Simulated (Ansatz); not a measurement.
## One arrangement of a pair

The pair of Ag⁺ (SMILES [Ag+], atom 1) and CH4 (SMILES C, atoms 2–6), both closed shells, in one local arrangement (a lower one may exist), relaxed at PBE0-D4/def2-TZVP:

Ag1  (-0.074, -0.080, -2.083)
C2  (0.014, 0.016, 0.398)
H3  (-0.225, -0.824, 1.047)
H4  (-0.925, 0.271, -0.138)
H5  (0.912, -0.286, -0.182)
H6  (0.297, 0.904, 0.958)
(Å)

Computed with Ansatz 0.2.0 (basis: def2-TZVPPD, with def2-QZVPPD for the basis limit); correlated methods freeze the cores. Filled d shells of the heavier atoms are correlated. Core potentials replace the inner electrons of the atoms past krypton. B3LYP uses VWN-RPA correlation. Extrapolation: Hartree–Fock as exp(−7.88 √X), correlation as X^−2.97. Interaction energies count from these two fragments, frozen as in the pair, with the counterpoise correction; negative means bound.

(1) What is the interaction energy by CCSD(T) at an estimated basis limit (MP2 extrapolated from triple and quadruple zeta, plus CCSD(T) − MP2 in triple zeta)? (To be estimated.)

No T1 diagnostic of these runs exceeds 0.010.

Results:

(1) The calculation gives: -17.05 kcal/mol. Hartree–Fock alone gives -5.78 kcal/mol at the basis limit. It counts from the two fragments frozen as in the pair.

The same quantity by other methods in triple zeta, and each one's difference from that estimate:
| method | E_int (kcal/mol) | difference |
| --- | --- | --- |
| PBE-D4 | -21.66 | -4.61 |
| revPBE-D4 | -18.44 | -1.39 |
| BLYP-D4 | -19.86 | -2.81 |
| r2SCAN-D4 | -21.61 | -4.56 |
| B97M-V | -19.29 | -2.24 |
| PBE0-D4 | -18.50 | -1.46 |
| B3LYP-D4 | -18.00 | -0.95 |
| HSE06-D4 | -18.45 | -1.41 |
| wB97X-V | -16.59 | 0.46 |
| wB97M-V | -16.72 | 0.32 |
| B2PLYP | -16.08 | 0.96 |
| HF | -5.56 | 11.48 |
| MP2 | -15.67 | 1.38 |
| CCSD | -13.27 | 3.78 |
| CCSD(T) | -14.51 | 2.54 |
Differences are method less estimate.

Energy to bend the free fragments (PBE0-D4 minima) into their shapes in the pair, CCSD(T)/def2-TZVPPD: CH4 2.28 kcal/mol. This must be added to the interaction energy to get the binding energy from relaxed fragments.

Basis-set superposition shift (counterpoise-corrected less uncorrected): CCSD(T) 2.11; MP2 1.98; HF 0.07; PBE0-D4 0.07; wB97M-V 0.09 kcal/mol.

For scale, one of the runs: CCSD(T)/def2-TZVPPD, 161 basis functions, launched by `ansatz run in.yaml --threads 2 --pin off --events-out ev --progress --plain --max-ram 5222MiB`. Time: 36 s of wall clock on 2 CPU threads of an Arm Neoverse V2; the host was shared. Peak host memory: 1.4 GiB.
